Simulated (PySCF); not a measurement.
Excitation energy of I by level of theory

I [Kr] 4d10 5s2 5p5 (2P) → I [Kr] 4d10 5s1 5p6 (2S), as a difference of total energies. Calculation: PySCF 2.14, in def2-TZVPPD with the def2 core potential (28 electrons) (7s6p4d2f, 59 functions); a scalar-relativistic core potential. Correlated levels: valence and next inner shell: nothing frozen outside the core potential. The calculations carry no spin-orbit coupling.

| method | excitation energy (eV) |
| --- | --- |
| UHF | 12.717 |
| MP2 (valence and next inner shell) | 10.546 |
| SCS-MP2 (valence and next inner shell) | 10.407 |
| CCSD (valence and next inner shell) | 9.897 |
| CCSD(T) (valence and next inner shell) | 8.530 |

**Question.** How much does correlation contribute at CCSD(T) (valence and next inner shell)?

**Answer.** 8.530 − (12.717) = -4.187 eV, measured against UHF.

The coupled-cluster amplitudes are large for the upper state (T1 above 0.03 or a double amplitude above 0.15), so a single reference is strained.
